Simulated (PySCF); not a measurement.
## Fractional electron number in Ti (titanium, neutral)

The 4s beta orbital of [Ar] 3d2 4s2 is emptied in steps (occupation f), with all orbitals relaxed, ending at [Ar] 3d2 4s1. All numbers are calculated (PySCF 2.14, no relativity, point nucleus, in aug-cc-pVDZ (7s6p4d2f, 59 functions)). The exact energy is a straight line in f; departures are measured from the line between the end points of the same method.

| f | UHF (eV) | LDA (eV) | PBE (eV) |
| --- | --- | --- | --- |
| 1 | 0.000 | 0.000 | 0.000 |
| 0.8 | 0.028 | -0.420 | -0.404 |
| 0.6 | 0.039 | -0.632 | -0.609 |
| 0.4 | 0.037 | -0.633 | -0.610 |
| 0.2 | 0.023 | -0.422 | -0.404 |
| 0 | 0.000 | 0.000 | 0.000 |

| method | E(f=0) − E(f=1) (eV) | −ε at f=1 (eV) | −ε at f=0.4 (eV) |
| --- | --- | --- | --- |
| UHF | 5.531 | 5.719 | 5.489 |
| LDA | 6.867 | 4.252 | 7.392 |
| PBE | 6.630 | 4.115 | 7.138 |

Orbital energy along the path (eV):

```csv
f,UHF,LDA,PBE
1,-5.719,-4.252,-4.115
0.8,-5.625,-5.283,-5.106
0.6,-5.551,-6.333,-6.114
0.4,-5.489,-7.392,-7.138
0.2,-5.437,-8.452,-8.190
0,-5.393,-9.448,-8.617
```

Reference removal energy between the ground levels: 6.828 eV (measured; NIST Atomic Spectra Database, ionization energies). The calculation has no spin-orbit coupling. UHF lacks correlation.
